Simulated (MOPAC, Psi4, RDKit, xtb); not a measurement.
Two geometries of SMILES O=C(O)CB(O)O (C₂H₅BO₄), relaxed at B3LYP-D3(BJ)/def2-SVP with one dihedral held; other torsions can differ between them too.

Structure A

```
12

O      1.3819    -1.6523    -0.8380
C      1.2827    -0.7243    -0.0571
O      2.3588    -0.1058     0.4499
C     -0.0231    -0.1999     0.4503
B     -0.7952    -1.3724     1.2203
O     -1.5641    -1.0536     2.2932
O     -0.6955    -2.6579     0.7971
H      3.1399    -0.5520     0.0774
H      0.0998     0.6961     1.0707
H     -0.6434     0.0517    -0.4273
H     -1.9985    -1.8334     2.6662
H     -0.0938    -2.7313     0.0335
```

Structure B

```
12

O      0.9506    -1.1233    -1.4054
C      1.1974    -0.5375    -0.3849
O      2.3815     0.1295    -0.2338
C      0.2989    -0.4455     0.8236
B      0.7334     0.3633     2.1277
O     -0.1683     0.3676     3.1490
O      1.9089     1.0260     2.2766
H      2.8811     0.0092    -1.0602
H     -0.6685    -0.0505     0.4658
H      0.0541    -1.4829     1.1127
H      0.1551     0.8742     3.9063
H      2.4579     0.9447     1.4807
```

Problem. Which is lower in energy at the level Psi4 with DF-MP2 (frozen core)/cc-pVTZ // B3LYP-D3(BJ)/def2-SVP, and by how much?

Solution. A is lower, by 3.49 kcal/mol (dihedral O1–C2–C4–B5: 60° in A, 180° in B).

E(B) − E(A) in kcal/mol at the other levels, on the same two geometries: B3LYP/def2-TZVP // B3LYP-D3(BJ)/def2-SVP (Psi4) 3.11; B3LYP-D3(BJ)/def2-TZVP // B3LYP-D3(BJ)/def2-SVP (Psi4) 3.26; PBE/def2-TZVP // B3LYP-D3(BJ)/def2-SVP (Psi4) 3.38; PBE-D3(BJ)/def2-TZVP // B3LYP-D3(BJ)/def2-SVP (Psi4) 3.46; HF/cc-pVTZ // B3LYP-D3(BJ)/def2-SVP (Psi4) 3.47; UFF // B3LYP-D3(BJ)/def2-SVP (RDKit) 16.21; AM1, restricted, heats of formation // B3LYP-D3(BJ)/def2-SVP (MOPAC) 1.65; PM7, restricted, heats of formation // B3LYP-D3(BJ)/def2-SVP (MOPAC) 1.78; GFN1-xTB // B3LYP-D3(BJ)/def2-SVP (xtb) 3.84.
